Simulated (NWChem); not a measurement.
The numbers come from NWChem runs, not from measurements. System: hydrogen bromide (HBr), charge 0, spin multiplicity 1, at a geometry optimised with PBE0/def2-SVP. Level: CR-CCSD(T)/def2-SVP, 9 core orbitals frozen.

Part of the output:

```
             Northwest Computational Chemistry Package (NWChem) 7.3.0
             --------------------------------------------------------

                                NWChem Input Module
                                -------------------

 Scaling coordinates for geometry "geometry" by  1.889725989
 (inverse scale =  0.529177249)

 Turning off AUTOSYM since
 SYMMETRY directive was detected!

                             Geometry "geometry" -> ""
                             -------------------------

 Output coordinates in angstroms (scale by  1.889725989 to convert to a.u.)

  No.       Tag          Charge          X              Y              Z
 ---- ---------------- ---------- -------------- -------------- --------------
    1 Br                  35.0000     0.00000000     0.00000000     0.03951000
    2 H                    1.0000     0.00000000     0.00000000    -1.38285700

 Effective nuclear repulsion energy (a.u.)      13.0213958247

            Nuclear Dipole moment (a.u.)
            ----------------------------
        X                 Y               Z
 ---------------- ---------------- ----------------
     0.0000000000     0.0000000000    -0.0000132281

      Symmetry information
      --------------------

 Group name             C2v
 Group number             16
 Group order               4
 No. of unique centers     2

      Symmetry unique atoms

     1    2


 Summary of "ao basis" -> "" (spherical)
 ------------------------------------------------------------------------------
       Tag                 Description            Shells   Functions and Types
 ---------------- ------------------------------  ------  ---------------------
 *                          def2-svp                  on all atoms

 Summary of "ao basis" -> "ao basis" (spherical)
 ------------------------------------------------------------------------------
       Tag                 Description            Shells   Functions and Types
 ---------------- ------------------------------  ------  ---------------------
 Br                         def2-svp                12       32   5s4p3d
 H                          def2-svp                 3        5   2s1p

                                 NWChem SCF Module
                                 -----------------

  ao basis        = "ao basis"
  functions       =    37
  atoms           =     2
  closed shells   =    18
  open shells     =     0
  charge          =   0.00
  wavefunction    = RHF
  use symmetry    = T
  symmetry adapt  = T

 Summary of "ao basis" -> "ao basis" (spherical)
 ------------------------------------------------------------------------------
       Tag                 Description            Shells   Functions and Types
 ---------------- ------------------------------  ------  ---------------------
 Br                         def2-svp                12       32   5s4p3d
 H                          def2-svp                 3        5   2s1p

      Symmetry analysis of basis
      --------------------------

        a1         18
        a2          3
        b1          8
        b2          8

 Forming initial guess at       0.1s

      Superposition of Atomic Density Guess
      -------------------------------------

 Sum of atomic energies:       -2572.58508753

      Non-variational initial energy
      ------------------------------

 Total energy =   -2572.655833
 1-e energy   =   -3607.870258
 2-e energy   =    1022.193029
 HOMO         =      -0.398013
 LUMO         =       0.072328

      Symmetry analysis of molecular orbitals - initial
      -------------------------------------------------

 !! scf_movecs_sym_adapt:   22 vectors were symmetry contaminated

  Symmetry fudging

 !! scf_movecs_sym_adapt:   22 vectors were symmetry contaminated

  Numbering of irreducible representations:

     1 a1          2 a2          3 b1          4 b2

  Orbital symmetries:

     1 a1          2 a1          3 a1          4 b1          5 b2
     6 a1          7 a1          8 b2          9 b1         10 a1
    11 b1         12 b2         13 a1         14 a2         15 a1
    16 a1         17 b2         18 b1         19 a1         20 a1
    21 a1         22 b2         23 b1         24 a1         25 a2
[...]
              MO Center=  5.5D-30,  6.0D-16,  1.8D-02, r^2= 1.4D+00
   Bfn.  Coefficient  Atom+Function         Bfn.  Coefficient  Atom+Function
  ----- ------------  ---------------      ----- ------------  ---------------
    16      0.620233  1 Br py                13      0.531195  1 Br py
    10     -0.351313  1 Br py

 Vector   18  Occ=2.000000D+00  E=-4.287485D-01  Symmetry=b1
              MO Center=  1.1D-14, -1.2D-28,  1.8D-02, r^2= 1.4D+00
   Bfn.  Coefficient  Atom+Function         Bfn.  Coefficient  Atom+Function
  ----- ------------  ---------------      ----- ------------  ---------------
    15      0.620233  1 Br px                12      0.531195  1 Br px
     9     -0.351313  1 Br px

 Vector   19  Occ=0.000000D+00  E= 1.332777D-01  Symmetry=a1
              MO Center=  1.3D-15, -1.6D-15, -1.1D+00, r^2= 2.8D+00
   Bfn.  Coefficient  Atom+Function         Bfn.  Coefficient  Atom+Function
  ----- ------------  ---------------      ----- ------------  ---------------
    34      1.453504  2 H  s                 17      0.990738  1 Br pz
     5     -0.765345  1 Br s                 14      0.242643  1 Br pz
    33      0.241751  2 H  s                  4     -0.218308  1 Br s
    11     -0.189063  1 Br pz                 3      0.174290  1 Br s

 Vector   20  Occ=0.000000D+00  E= 4.454538D-01  Symmetry=a1
              MO Center= -9.2D-15,  8.5D-15, -7.5D-01, r^2= 2.4D+00
   Bfn.  Coefficient  Atom+Function         Bfn.  Coefficient  Atom+Function
  ----- ------------  ---------------      ----- ------------  ---------------
     4      0.814730  1 Br s                 34     -0.793211  2 H  s
    33      0.788521  2 H  s                  5     -0.601037  1 Br s
    30      0.444228  1 Br d  0              17      0.225297  1 Br pz
     3     -0.210004  1 Br s

 Vector   21  Occ=0.000000D+00  E= 5.348665D-01  Symmetry=a1
              MO Center= -5.3D-16, -1.9D-16, -3.9D-02, r^2= 3.4D+00
   Bfn.  Coefficient  Atom+Function         Bfn.  Coefficient  Atom+Function
  ----- ------------  ---------------      ----- ------------  ---------------
     5      2.461920  1 Br s                  4     -2.040278  1 Br s
    34     -1.218137  2 H  s                  3      0.561557  1 Br s
    33      0.358698  2 H  s                 14     -0.224009  1 Br pz
    30      0.184921  1 Br d  0              17     -0.160600  1 Br pz

 center of mass
 --------------
 x =   0.00000000 y =   0.00000000 z =   0.04118839

 moments of inertia (a.u.)
 ------------------
           7.190573073844           0.000000000000           0.000000000000
           0.000000000000           7.190573073844           0.000000000000
           0.000000000000           0.000000000000           0.000000000000

  Mulliken analysis of the total density
  --------------------------------------

    Atom       Charge   Shell Charges
 -----------   ------   -------------------------------------------------------
    1 Br  35    35.13   2.00  2.00  2.00  1.35  0.59  6.00  5.99  2.30  2.89  8.23  1.73  0.07
    2 H    1     0.87   0.67  0.17  0.04

       Multipole analysis of the density wrt the origin
       ------------------------------------------------

     L   x y z        total         open         nuclear
     -   - - -        -----         ----         -------
     0   0 0 0     -0.000000      0.000000     36.000000

     1   1 0 0     -0.000000      0.000000      0.000000
     1   0 1 0      0.000000      0.000000      0.000000
     1   0 0 1     -0.444025      0.000000     -0.000013

     2   2 0 0    -14.662558      0.000000      0.000000
     2   1 1 0      0.000000      0.000000      0.000000
     2   1 0 1     -0.000000      0.000000      0.000000
     2   0 2 0    -14.662558      0.000000      0.000000
     2   0 1 1      0.000000      0.000000      0.000000
     2   0 0 2    -11.546353      0.000000      7.024033

                   NWChem Extensible Many-Electron Theory Module
                   ---------------------------------------------


            General Information
            -------------------
      Number of processors :     1
         Wavefunction type : Restricted Hartree-Fock
          No. of electrons :    36
           Alpha electrons :    18
            Beta electrons :    18
           No. of orbitals :    74
            Alpha orbitals :    37
             Beta orbitals :    37
        Alpha frozen cores :     9
         Beta frozen cores :     9
     Alpha frozen virtuals :     0
      Beta frozen virtuals :     0
         Spin multiplicity : singlet
    Number of AO functions :    37
       Number of AO shells :    15
        Use of symmetry is : on
      Symmetry adaption is : on
         Schwarz screening : 0.10D-09

          Correlation Information
          -----------------------
          Calculation type : Coupled-cluster singles & doubles w/ perturbation
   Perturbative correction : Completely renormalized (T)
            Max iterations :      100
        Residual threshold : 0.10D-05
     T(0) DIIS level shift : 0.00D+00
     L(0) DIIS level shift : 0.00D+00
     T(1) DIIS level shift : 0.00D+00
     L(1) DIIS level shift : 0.00D+00
     T(R) DIIS level shift : 0.00D+00
     T(I) DIIS level shift : 0.00D+00
   CC-T/L Amplitude update :  5-th order DIIS
                I/O scheme : Global Array Library
        L-threshold :  0.10D-05
        EOM-threshold :  0.10D-05
 no EOMCCSD initial starts read in
 TCE RESTART OPTIONS
 SLICE:      F
 D4D5:       F
 quantumc:   F
 qrotation:  F
 pwtce:      F
 qducc:      F
 nacto:                         0
 nrotv:                         0
 nrot:                          0

            Memory Information
            ------------------
          Available GA space size is     249035431 doubles
          Available MA space size is     104854748 doubles

 Maximum block size supplied by input
 Maximum block size        24 doubles

 tile_dim =      9

 -------------------------------------------------

 Global array virtual files algorithm will be used

 Parallel file system coherency ......... OK

 4-electron integrals stored in orbital form

 v2    file size   =            38122
 4-index algorithm nr.  13 is used
 imaxsize =       30
 imaxsize ichop =        0


CCSD iterations
 ---------------------------------------------------------
 Iter          Residuum       Correlation     Cpu    Wall
 ---------------------------------------------------------
    1   0.1176257211256  -0.2411206396455     0.3     0.3
    2   0.0238030273709  -0.2444063991454     0.3     0.3
    3   0.0079123654166  -0.2474819451493     0.3     0.3
    4   0.0029530172067  -0.2479617326738     0.3     0.3
    5   0.0011732022947  -0.2481935222165     0.3     0.3
    6   0.0001735517880  -0.2483013097295     0.3     0.3
    7   0.0000584421404  -0.2483116083940     0.3     0.3
    8   0.0000244407793  -0.2483119921863     0.3     0.3
    9   0.0000112576512  -0.2483119678588     0.3     0.3
   10   0.0000053860850  -0.2483120486907     0.4     0.4
   11   0.0000007542757  -0.2483121599925     0.3     0.3
 -----------------------------------------------------------------
 Iterations converged
 CCSD correlation energy / hartree =        -0.248312159992455
 CCSD total energy / hartree       =     -2572.933213108573909

 Singles contributions

 Doubles contributions
 CR-CCSD(T)

 CR-CCSD[T]  correction energy / hartree =        -0.003949132925747
 CR-CCSD[T] correlation energy / hartree =        -0.252261292918203
 CR-CCSD[T] total energy / hartree       =     -2572.937162241499664
 CR-CCSD(T)  correction energy / hartree =        -0.003778332064309
 CR-CCSD(T) correlation energy / hartree =        -0.252090492056764
 CR-CCSD(T) total energy / hartree       =     -2572.936991440638394

 Task  times  cpu:        5.7s     wall:        5.7s

 Total times  cpu:        5.7s     wall:        5.7s
```

Problem. Write an NWChem input that would produce this output.

Solution. Several could match; the one computed here: 
```
start mol
memory heap 100 mb stack 700 mb global 1900 mb
geometry units angstroms nocenter noautoz
  Br     0.000000     0.000000     0.039510
  H      0.000000     0.000000    -1.382857
  symmetry group C2v
end
basis spherical
  * library def2-svp
end
scf
  rhf
  nopen 0
  maxiter 100
  thresh 1e-7
  semidirect memsize 60000000 filesize 0
end
tce
  freeze core 9
  cr-ccsd(t)
  2eorb
  2emet 13
  thresh 1e-6
  maxiter 100
  tilesize 24
end
task tce energy
```
